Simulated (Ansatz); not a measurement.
Ansatz (a first-principles code) was given this input:
Ansatz 0.2 input:
```yaml
crystal:
  periodic: [false, false, false]
  atoms:
    - {symbol: Sb, position_ang: [-0.00000000, -0.00000000, -1.34486088]}
    - {symbol: Sb, position_ang: [0.00000000, 0.00000000, 1.34486088]}
basis:
  gaussian:
    orbitals: 3-21G.json
hamiltonian:
  xc: b3lyp
total_charge: 1
magnetization: {spin_polarized: true, initial_magnetization: 1}
```
The basis file holds 3-21G in the JSON format of the Basis Set Exchange.

Task: Give the <S^2> at the level B3LYP/3-21G (Ansatz).

Result: 0.750

Task: Predict the number of basis functions from B3LYP/3-21G.

Result: 66

Task: Estimate the total energy that B3LYP/3-21G returns for this input.

Result: -12577.2001 Eh
